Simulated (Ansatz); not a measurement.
`[SiH3]N[SiH2]Br` + HCl → `[SiH3]N[SiH2]Cl` + HBr at 600 K and 1 bar (ligand exchange at the Si–Br bond).

Calculated with Ansatz (gas phase, PBE0-D4/def2-TZVP geometries, no zero-point term in ΔE). CCSD(T)/CBS is the MP2 limit (def2-TZVPP, def2-QZVPP) plus CCSD(T) − MP2 in def2-TZVPP, frozen cores. This one scheme is used for every species. For Br outer-core shells are correlated without core-valence functions, which leaves a few kJ/mol of doubt a bond. Scalar relativity is left out up to krypton. Each species was taken in one conformer, which may not be the lowest.

```json
{"species": "`[SiH3]N[SiH2]Br`", "CCSD(T)/CBS energy (Eh)": "-3209.88376", "H − E (kJ/mol)": "220.3", "S (J/(mol·K))": "459.2"}
{"species": "HCl", "CCSD(T)/CBS energy (Eh)": "-460.38127", "H − E (kJ/mol)": "35.4", "S (J/(mol·K))": "207.2"}
{"species": "`[SiH3]N[SiH2]Cl`", "CCSD(T)/CBS energy (Eh)": "-1096.34659", "H − E (kJ/mol)": "220.8", "S (J/(mol·K))": "445.7"}
{"species": "HBr", "CCSD(T)/CBS energy (Eh)": "-2573.91920", "H − E (kJ/mol)": "33.5", "S (J/(mol·K))": "219.1"}
```

H − E and S are ideal-gas, rigid-rotor, harmonic terms from PBE0-D4/def2-TZVP, for one conformer and one mirror image of each species. 1 Eh = 2625.50 kJ/mol, R = 8.31446 J/(mol·K).

**Question.** By hand: ΔE, ΔH, ΔS and ΔG.

**Answer.** ΔE = (-1096.34659) + (-2573.91920) − (-3209.88376) − (-460.38127) = -0.00076 Eh = -2.0 kJ/mol. Δ(H − E) = 220.8 + 33.5 − 220.3 − 35.4 = -1.4, so ΔH = -3.4 kJ/mol. ΔS = 445.7 + 219.1 − 459.2 − 207.2 = -1.6 J/(mol·K). ΔG = -3.4 − 600 × (-1.6)/1000 = -2.4 kJ/mol.

**Question.** By hand: the equilibrium constant, and the temperature at which ΔG would vanish if ΔH and ΔS stayed fixed.

**Answer.** log₁₀ K = −ΔG/(RT ln 10) = 0.2. ΔG = 0 at ΔH/ΔS = 2125 K, though so small a ΔH makes that figure unsure.

The number of gas molecules stays the same, so ΔS is small and ΔH decides. The sign of ΔG lies within the doubt. A doubt of 5 kJ/mol in ΔE shifts log₁₀ K by 0.4 here. Other conformers and mirror images would add mixing entropy, several J/(mol·K) or more a flexible species. Modes under 60 cm⁻¹, often nearly free rotors, make the harmonic entropy too high. These are equilibria of isolated gas molecules and say nothing of rates. Largest T1 diagnostic: 0.010 (customary marks: 0.02 for closed shells, 0.045 for open ones).
